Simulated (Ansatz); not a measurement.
Cost and result for the atomization energy of C3H7NTe, SMILES `C[Te]C(C)=N` (12 atoms, 11 bonds).

Z-matrix (Å, degrees):
```
C
Te 1 2.138
H 1 1.087 2 110.4
H 1 1.090 2 106.0 3 -118.4
H 1 1.087 2 110.4 3 123.2
C 2 2.145 1 99.5 3 -61.8
N 6 1.260 2 122.4 1 179.3
C 6 1.493 2 116.8 1 -0.8
H 7 1.018 6 114.1 2 -0.2
H 8 1.093 6 110.9 2 -59.6
H 8 1.093 6 110.9 2 59.6
H 8 1.090 6 108.8 2 -180.0
```

Total charge 0; spin multiplicity 1. Correlated methods include outer-core shells of Te, which these sets cover unevenly. Te: def2 effective core potential. The geometry is a stationary point of PBE0-D4/def2-TZVP. It is one conformer, not always the lowest. Program: Ansatz. All runs use 4 threads of an AMD EPYC on a shared host. Times are those of one run each, without the atoms' runs, and a repeat can differ threefold. Electronic energies, without spin–orbit coupling; frozen cores. CCSD(T)/CBS adds CCSD(T) − MP2 in def2-TZVPP to the MP2 limit, and its time is that of the two runs behind it. T1 = 0.012. With those shells the extrapolation isn't a true limit. B3LYP takes the VWN-RPA correlation (the form of Gaussian; ORCA's B3LYP/G).

CCSD(T)/CBS is a level of theory with its own doubt, some kJ/mol a heavy atom from the limit and from the frozen cores, so smaller differences don't rank the functionals.

```tsv
level	functions	wall time
PBE-D4/def2-TZVPP (with forces)	272	15 s
PBE0-D4/def2-TZVPP	272	19 s
r2SCAN-D4/def2-TZVPP (with forces)	272	23 s
B3LYP-D4/def2-TZVPP (with forces)	272	29 s
B2PLYP/def2-TZVPP	272	35 s
ωB97X-V/def2-TZVPP	272	36 s
ωB97M-V/def2-TZVPP (with forces)	272	51 s
MP2/def2-QZVPP	520	2.2 min
CCSD(T)/def2-TZVPP	272	16 min
CCSD(T)/CBS(def2)	–	18 min
```

**Question.** What atomization energy does each give, and how far from CCSD(T)/CBS? (Best estimate.)

**Answer.** Ansatz gave: 
```json
{"level": "PBE-D4/def2-TZVPP (with forces)", "atomization (kJ/mol)": "4576.6", "difference from CCSD(T)/CBS": "124.9", "per bond": "11.4"}
{"level": "PBE0-D4/def2-TZVPP", "atomization (kJ/mol)": "4471.3", "difference from CCSD(T)/CBS": "19.6", "per bond": "1.8"}
{"level": "r2SCAN-D4/def2-TZVPP (with forces)", "atomization (kJ/mol)": "4445.5", "difference from CCSD(T)/CBS": "-6.2", "per bond": "-0.6"}
{"level": "B3LYP-D4/def2-TZVPP (with forces)", "atomization (kJ/mol)": "4459.0", "difference from CCSD(T)/CBS": "7.3", "per bond": "0.7"}
{"level": "B2PLYP/def2-TZVPP", "atomization (kJ/mol)": "4397.5", "difference from CCSD(T)/CBS": "-54.2", "per bond": "-4.9"}
{"level": "ωB97X-V/def2-TZVPP", "atomization (kJ/mol)": "4444.3", "difference from CCSD(T)/CBS": "-7.4", "per bond": "-0.7"}
{"level": "ωB97M-V/def2-TZVPP (with forces)", "atomization (kJ/mol)": "4439.4", "difference from CCSD(T)/CBS": "-12.3", "per bond": "-1.1"}
{"level": "MP2/def2-QZVPP", "atomization (kJ/mol)": "4458.5", "difference from CCSD(T)/CBS": "6.8", "per bond": "0.6"}
{"level": "CCSD(T)/def2-TZVPP", "atomization (kJ/mol)": "4321.0", "difference from CCSD(T)/CBS": "-130.7", "per bond": "-11.9"}
{"level": "CCSD(T)/CBS(def2)", "atomization (kJ/mol)": "4451.7", "difference from CCSD(T)/CBS": "0.0", "per bond": "0.0"}
```

In def2-TZVPP, CCSD(T) changes the Hartree–Fock value by +1211.1 kJ/mol (the triples alone add +82.3 kJ/mol) and MP2 by +1271.4 kJ/mol; breaking electron pairs costs correlation energy, which Hartree–Fock lacks. From PBE to PBE0 (25 % exact exchange), in def2-TZVPP and without D4, the atomization energy moves by −101.0 kJ/mol: exact exchange takes away binding that semilocal exchange gives to molecules. The D4 term adds +45.7 kJ/mol with B3LYP and +23.9 kJ/mol with PBE0; it sums over pairs of atoms, weighted by their polarisabilities, and B3LYP, whose exchange is more repulsive, gets the larger term.

Spin–orbit coupling would lower the free Te atoms strongly, and the atomization energy with them, by more than many differences here.
